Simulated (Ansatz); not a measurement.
C2H6GeSe can be A, `[SeH][CH]1[CH2][GeH2]1`, or B, `C[C]([GeH3])=[Se]`.

Isolated molecules relaxed with PBE0-D4/def2-TZVP in Ansatz; ΔE leaves out vibrations. CCSD(T)/CBS adds triple-zeta CCSD(T) − MP2 to the extrapolated MP2 energy (def2 sets, frozen cores). DFT in def2-TZVPP. B3LYP here is the variant with VWN-RPA as its local correlation; programs differ in this. For Ge, Se outer-core shells are correlated without core-valence functions, which leaves a few kJ/mol of doubt a bond. Scalar relativity is left out up to krypton. One conformer a species, not always the lowest.

Which isomer does CCSD(T)/CBS put lower? Give the gap. (An estimate is asked.)

The calculation gave: B, by 48.9 kJ/mol.

Give E(B) − E(A) in kJ/mol with PBE-D4, B3LYP-D4, PBE0-D4, B2PLYP, HF/def2-TZVPP, B3LYP, CCSD(T)/def2-TZVPP. (An estimate is asked.)

The calculation gave: PBE-D4 -45.6, B3LYP-D4 -60.3, PBE0-D4 -39.1, B2PLYP -58.6, HF/def2-TZVPP -69.6, B3LYP -60.5, CCSD(T)/def2-TZVPP -52.1. None reverses the order clearly.

Largest T1 diagnostic: 0.014.

From PBE to PBE0 (25 % exact exchange), in def2-TZVPP and without D4, E(B) − E(A) moves by +6.5 kJ/mol. In def2-TZVPP, CCSD(T) changes the Hartree–Fock value by +17.6 kJ/mol (the triples alone add −2.4 kJ/mol) and MP2 by +25.3 kJ/mol.
